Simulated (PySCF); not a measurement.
UHF on Be (beryllium, neutral)

Configuration: [He] 2s1 2p1, high-spin 3P determinant (an excited configuration). Computed with PySCF 2.14 in dyall-av3z (15s9p4d2f, 76 functions), with the spin-free X2C one-electron Hamiltonian (Gaussian nucleus).

| Quantity | Value |
| --- | --- |
| Total energy | -14.516104 hartree |
| One-electron energy | -18.9024 hartree |
| Hartree (Coulomb) energy | 7.1234 hartree |
| Exchange energy | -2.7371 hartree |
| ⟨S²⟩ | 2.0000 |
| ⟨L²⟩ | 2.026 |
| Sum of ⟨r⟩ | 6.243 bohr |
| Sum of ⟨r²⟩ | 18.29 bohr² |
| Traceless quadrupole moment −½Σ⟨3z² − r²⟩ along its main axis | -4.67 e·bohr² |
| Langevin diamagnetic susceptibility | -14.5 ×10⁻⁶ cm³/mol |

```csv
shell,electrons,mean orbital energy (eV),"rms radius, mean of both spins (bohr)"
1s α,1,-129.62,0.483
1s β,1,-128.55,0.483
2s α,1,-10.783,2.77
2p α,1,-6.688,3.19
```

Spin-orbit constants ζ (cm⁻¹) from the X2C one-electron operator on these orbitals: bare nucleus, nucleus screened by l(l+1)(2l+1)/3 electrons, and screened by the Breit-Pauli mean field of the electrons.

| shell | bare | screened nucleus | mean field |
| --- | --- | --- | --- |
| 2p | 6.904 | 3.452 | 2.161 |

To first order the Landé constant is A = 1.081 cm⁻¹, so the lowest level has J = 0 and lies 0.000268 eV below the centre of the term. This holds in LS coupling only.
